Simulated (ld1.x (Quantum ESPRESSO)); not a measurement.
## What the settings do to the TM potential of selenium (Se)

Base potential:

```
Element                 : selenium (Se)
Generator               : ld1.x (Quantum ESPRESSO) 7.5
Type                    : norm-conserving Troullier–Martins (Kleinman–Bylander form)
Functional              : LDA (PZ)
Relativity              : scalar-relativistic
Frozen core             : [Ar] 3d10
Valence charge          : 6
Reference configuration : 4s2 4p4
Partial waves           : 4p (bound): rc 1.50 bohr; 4d channel at -0.15 Ry: rc 1.25 bohr; 4s (bound): rc 1.45 bohr
Local potential         : the s channel
Core correction         : a·sin(br)/r model core inside 0.65 bohr
```

Cutoffs, loose and tight: the cutoffs (Ry, on a coarse ladder) from which the occupation-weighted sum of valence levels, in a spherical-Bessel basis at the reference potential, stays within 10 and 1 mRy of its value at 400 Ry. They do not see the model core or the augmentation charge, which bear on the density cutoff. Test errors are all-electron minus pseudo excitation energies from the reference, over the configurations 4s2 4p3; 4s2 4p2; 4s2 4p1; 4s2 4p3.5; 4s1 4p5; 4s2 4p4.3; 4s1 4p4 (two spin-polarised tests are not counted in the largest error). A dash means not determined; rows that change the core or the reference have their own tests.

A true bound ghost makes a file unfit for plane-wave use even where its test errors are small: the radial tests pick states by their node count and pass the ghost by.

| change | outcome | cutoff, loose | cutoff, tight | bound ghosts | largest test error (meV) |
| --- | --- | --- | --- | --- | --- |
| base | generated | 45 Ry | 80 Ry | p, d | -57 |
| non-relativistic | generated | 40 Ry | 80 Ry | p, d | -90 |
| wave 4d channel at -0.15 Ry: rc 1.25 bohr becomes 4d channel at -0.08 Ry: rc 1.25 bohr | generated | 45 Ry | 80 Ry | p, d | -57 |
| core correction a·sin(br)/r model core inside 0.52 bohr | generated | 45 Ry | 80 Ry | p, d | -57 |

Problem. What comes out with this change to the base: local potential all-electron potential smoothed inside 1.05 bohr (lloc = -1)?

Solution. outcome: generated; cutoff, loose: 40 Ry; cutoff, tight: 80 Ry; bound ghosts: d, s; largest test error (meV): -37.

Problem. What comes out with this change to the base: all radii but the core radius scaled by about 0.75 (s 1.08, p 1.12, d 0.94 bohr)?

Solution. outcome: generated; cutoff, loose: 200 Ry; cutoff, tight: over 300 Ry; bound ghosts: p; largest test error (meV): -105.

Problem. What comes out with this change to the base: wave 4p (bound): rc 1.50 bohr becomes 4p (bound): rc 1.12 bohr?

Solution. outcome: generated; cutoff, loose: 200 Ry; cutoff, tight: 300 Ry; bound ghosts: d, p; largest test error (meV): -127.
